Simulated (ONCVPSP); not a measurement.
## calcium: excitation energies, all-electron against ONCV

* Element: calcium
* Generator: ONCVPSP 4.0.1
* Type: optimised norm-conserving Vanderbilt (ONCV)
* Functional: PBEsol
* Relativity: scalar-relativistic
* Frozen core: [Ar]
* Valence charge: 2
* Reference configuration: 4s2
* Partial waves: 4s: rc 3.05 bohr, ncon 5, nbas 10, qcut 2.5 1/bohr, 2 projectors, debl 0.8 Ha; p scattering state at 0.45 Ha: rc 2.50 bohr, ncon 4, nbas 9, qcut 2.9 1/bohr, 1 projector; d scattering state at 0.25 Ha: rc 2.45 bohr, ncon 5, nbas 8, qcut 4.3 1/bohr, 2 projectors, debl 3.9 Ha
* Local potential: polynomial inside 2.35 bohr (lpopt 4, dvloc0 4 Ha)
* Core correction: Teter function, fcfact 5, rcfact 1.2

In the d channel the program set the typed energies aside and used -0.072, 3.828 Ha.

Energies are relative to the spin-unpolarised reference configuration 4s2; without spin polarisation the order of configurations can differ from experiment.

(1) Give the all-electron excitation energy and the error of the potential for: 4s1; 4s1.5; 4s1 4p1; 3d1 4s0.

Levels in the configuration 4s1.5:

```
level  all-electron (eV)  pseudo (eV)
   4s             -6.281       -6.292
```

Results:

(1)

```json
{"valence configuration": "4s1", "charge": "+1", "ΔE all-electron (eV)": "6.305", "error AE − PS (meV)": "-12"}
{"valence configuration": "4s1.5", "charge": "+0.5", "ΔE all-electron (eV)": "2.504", "error AE − PS (meV)": "-2.3"}
{"valence configuration": "4s1 4p1", "charge": "0", "ΔE all-electron (eV)": "2.426", "error AE − PS (meV)": "+63"}
{"valence configuration": "3d1 4s0", "charge": "+1", "ΔE all-electron (eV)": "7.626", "error AE − PS (meV)": "+252"}
```
